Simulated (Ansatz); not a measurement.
`O=C=[N][AlH][Cl]` + CH₃SH → `C[S][AlH][Cl]` + `N=C=O` at 400 K and 1 bar (ligand exchange at the Al–N bond).

Calculated with Ansatz (gas phase, PBE0-D4/def2-TZVP geometries, no zero-point term in ΔE). CBS: MP2 limit from def2 TZ/QZ plus the TZ coupled-cluster correction, frozen cores. This one scheme is used for every species. Each species was taken in one conformer, which may not be the lowest.

| species | CCSD(T)/CBS energy (Eh) | H − E (kJ/mol) | S (J/(mol·K)) |
| --- | --- | --- | --- |
| `O=C=[N][AlH][Cl]` | -870.43852 | 86.1 | 367.4 |
| CH₃SH | -438.22835 | 138.7 | 269.4 |
| `C[S][AlH][Cl]` | -1140.13367 | 155.5 | 375.0 |
| `N=C=O` | -168.51995 | 72.4 | 252.4 |

H − E and S are ideal-gas, rigid-rotor, harmonic terms from PBE0-D4/def2-TZVP, for one conformer and one mirror image of each species. 1 Eh = 2625.50 kJ/mol, R = 8.31446 J/(mol·K).

By hand: ΔE, ΔH, ΔS and ΔG.

ΔE = (-1140.13367) + (-168.51995) − (-870.43852) − (-438.22835) = 0.01325 Eh = 34.8 kJ/mol. Δ(H − E) = 155.5 + 72.4 − 86.1 − 138.7 = 3.1, so ΔH = 37.9 kJ/mol. ΔS = 375.0 + 252.4 − 367.4 − 269.4 = -9.4 J/(mol·K). ΔG = 37.9 − 400 × (-9.4)/1000 = 41.7 kJ/mol.

By hand: the equilibrium constant, and the temperature at which ΔG would vanish if ΔH and ΔS stayed fixed.

log₁₀ K = −ΔG/(RT ln 10) = -5.4. ΔH and −TΔS have one sign here, so there is no such temperature.

The number of gas molecules stays the same, so ΔS is small and ΔH decides. A doubt of 5 kJ/mol in ΔE shifts log₁₀ K by 0.7 here. Other conformers and mirror images would add mixing entropy, several J/(mol·K) or more a flexible species. Modes under 60 cm⁻¹, often nearly free rotors, make the harmonic entropy too high. These are equilibria of isolated gas molecules and say nothing of rates. Largest T1 diagnostic: 0.018 (customary marks: 0.02 for closed shells, 0.045 for open ones).

ΔS is within the doubt of such terms, so its sign, and with it that verdict, could turn.
